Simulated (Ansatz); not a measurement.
Program: Ansatz. Geometries: PBE0-D4/def2-TZVP. ΔE: electronic, gas phase. CBS: MP2 limit from def2 TZ/QZ plus the TZ coupled-cluster correction, frozen cores. Functionals use def2-TZVPP. B3LYP here is the variant with VWN-RPA as its local correlation; programs differ in this. For Br outer-core shells are correlated without core-valence functions, which leaves a few kJ/mol of doubt a bond. Scalar relativity is left out up to krypton. Each species was taken in one conformer, which may not be the lowest.

`CBO[SiH2]F` + `C[Si](N)(O)Br` → `CO[Si](C)(N)Br` + `BO[SiH2]F`  (substitution at a C–B bond)

```csv
level,ΔE (eV)
PBE0-D4,1.17
B2PLYP,1.12
r2SCAN,1.21
B3LYP,1.12
HF/def2-TZVPP,1.02
MP2/def2-TZVPP,1.15
HF/CBS(def2),1.02
CCSD/CBS(def2),1.13
```

**Question.** What does CCSD(T)/CBS give? (Best estimate.)

**Answer.** Computed: +1.14 eV. The listed levels differ from it by 0.03, -0.02, 0.07, -0.02, -0.12, 0.01, -0.12, -0.01 eV.

Largest T1 diagnostic among the species: 0.013.

In def2-TZVPP, CCSD(T) changes the Hartree–Fock value by +0.08 eV (the triples alone add +0.00 eV) and MP2 by +0.13 eV. The D4 term adds −0.04 eV with B3LYP and −0.03 eV with PBE0; it sums over pairs of atoms, weighted by their polarisabilities, and B3LYP, whose exchange is more repulsive, gets the larger term.
